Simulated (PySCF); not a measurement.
Cl₅Nb, charge +1, doublet, at a GFN2-xTB geometry (such geometries of metal compounds can be far from the true shape) (the multiplicity is a formal guess) (all electrons, no relativity).

The PySCF input:
```python
from pyscf import gto, scf, dft

mol = gto.Mole()
mol.atom = '''
    Nb    0.02729002    0.16592046   -0.13871072
    Cl    1.97824464   -0.18680081   -1.05168105
    Cl    0.62431961   -1.30473457    1.84570697
    Cl   -1.22195116    0.76817675   -1.85553039
    Cl   -1.47094980   -1.62636147    0.27666815
    Cl    0.02451960    1.94955898    1.11937393
'''
mol.basis = '3-21g'
mol.charge = 1
mol.spin = 1
mol.verbose = 4
mol.build()

mf = dft.UKS(mol)
mf.xc = 'camb3lyp'
mf.kernel()
mf.analyze()
```

### Question
Predict the total energy from CAMB3LYP/3-21G in PySCF.

### Answer
-6027.815178 Ha

### Question
What HOMO energy does CAMB3LYP/3-21G give?

### Answer
-16.04 eV

### Question
Give the number of basis functions at the level CAMB3LYP/3-21G.

### Answer
101

### Question
Give the <S^2> at the level CAMB3LYP/3-21G.

### Answer
0.759

These values belong to the state on which the SCF converged, which isn't shown to be the lowest.

### Question
Roughly what does it cost on one core?

### Answer
around 50 core-seconds (rough).
